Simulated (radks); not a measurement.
The numbers below are computed, except where a source is named.
Question: These are the eigenvalues of the occupied orbitals of an atom or ion with whole-number occupations (hartree). Level of theory: scalar-relativistic Kohn-Sham, r2SCAN, spin-polarised, spherical densities, finite nucleus; meta-GGA in the generalised Kohn-Sham scheme; Fermi nuclear charge, rms radius of each element as measured or else 0.836 A^(1/3) + 0.57 fm (a radial shooting solver on a logarithmic mesh with Libxc functionals).

| orbital | eigenvalue |
|---|---|
| 1s up | -2799.720 |
| 1s down | -2797.988 |
| 2s up | -662.3521 |
| 2s down | -659.9106 |
| 2p up | -610.3022 |
| 2p down | -607.2412 |

Which element is it, and in what charge state? The configuration may be excited. Open shells, if any, are filled with parallel spins first.

Answer: Z = 74, tungsten, charge +66: W66+ in [He] 2s2 2p4. The list shows which subshells hold electrons but not how many an open one holds; the 1s level, -2799.7 hartree, gives Z - s = 74.8 by -(Z - s)^2/2, which with screening and relativity narrows Z to a few neighbours, and the depths of the outer levels then fix element, charge and occupations together.
